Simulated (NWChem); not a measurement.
System meant: SnF cation, singlet; SMILES [F][Sn+]

NWChem input:

```
start job
memory heap 200 mb stack 900 mb global 1100 mb
charge 1
geometry units angstroms noautoz
  Sn     0.000000     0.000000    -0.240315
  F      0.000000     0.000000     1.663356
end
basis spherical
  * library def2-svp
end
ecp
  Sn library def2-ecp
end
dft
  odft
  mult 2
  xc b3lyp
  iterations 150
  mulliken
end
task dft energy
```

End of the output:

```
 Summary of "ao basis" -> "" (spherical)
 ------------------------------------------------------------------------------
       Tag                 Description            Shells   Functions and Types
 ---------------- ------------------------------  ------  ---------------------
 *                          def2-svp                  on all atoms

                                 NWChem DFT Module
                                 -----------------

 Summary of "ao basis" -> "ao basis" (spherical)
 ------------------------------------------------------------------------------
       Tag                 Description            Shells   Functions and Types
 ---------------- ------------------------------  ------  ---------------------
 Sn                         def2-svp                10       26   4s4p2d
 F                          def2-svp                 6       14   3s2p1d

 Summary of "ao basis" -> "ao basis" (spherical)
 ------------------------------------------------------------------------------
       Tag                 Description            Shells   Functions and Types
 ---------------- ------------------------------  ------  ---------------------
 Sn                         def2-svp                10       26   4s4p2d
 F                          def2-svp                 6       14   3s2p1d

      Symmetry analysis of basis
      --------------------------

        a1         16
        a2          0
        b1          3
        b2          3
        e          18

  number of electrons :                   30
  multiplicity        :                    2
 ------------------------------------------------------------------------
  no. of electrons and multiplicity not compatible                  30
 ------------------------------------------------------------------------
 ------------------------------------------------------------------------
  current input line :
    21: task dft energy
 ------------------------------------------------------------------------
 ------------------------------------------------------------------------
 There is an error in the input file
 ------------------------------------------------------------------------
 For more information see the NWChem manual at https://nwchemgit.github.io

0: no. of electrons and multiplicity not compatible:Received an Error in Communication
```

Problem. Find the fault in this run and fix the input.

Solution. The program refused the input. Cause: the multiplicity doesn't fit the number of electrons (an even count wants an odd multiplicity, and the reverse). This input runs:
```
start job
memory heap 200 mb stack 900 mb global 1100 mb
charge 1
geometry units angstroms noautoz
  Sn     0.000000     0.000000    -0.240315
  F      0.000000     0.000000     1.663356
end
basis spherical
  Sn library def2-svp
  F library def2-svp
end
ecp
  Sn library def2-ecp
end
dft
  xc b3lyp
  iterations 150
  mulliken
end
task dft energy
```
It converges to -313.87992 Ha (B3LYP/def2-SVP with def2 effective core potentials on Sn).
